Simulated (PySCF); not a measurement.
## How methods differ on the excitation energy of As

As [Ar] 3d10 4s2 4p3 (4S) → As [Ar] 3d10 4s1 4p3 4d1 (6D), as a difference of total energies. Computed with PySCF 2.14 in aug-cc-pVTZ-PP with ECP10MDF (6s5p4d2f, 55 functions), with a scalar-relativistic core potential. Correlated levels: valence: 3s2 3p6 3d10 frozen. The calculations carry no spin-orbit coupling.

| method | excitation energy (eV) |
| --- | --- |
| UHF | 13.059 |
| MP2 (valence) | 14.342 |
| SCS-MP2 (valence) | 14.731 |
| CCSD (valence) | 14.514 |
| CCSD(T) (valence) | 14.581 |

How much does correlation contribute at CCSD(T) (valence)?

14.581 − (13.059) = 1.522 eV, measured against UHF.

The upper state lies above the first ionisation limit, but in LS coupling its spin forbids autoionisation to the ground ion.

The promoted electron is Rydberg-like, and one or two diffuse shells describe it only roughly, which tends to raise the upper state.
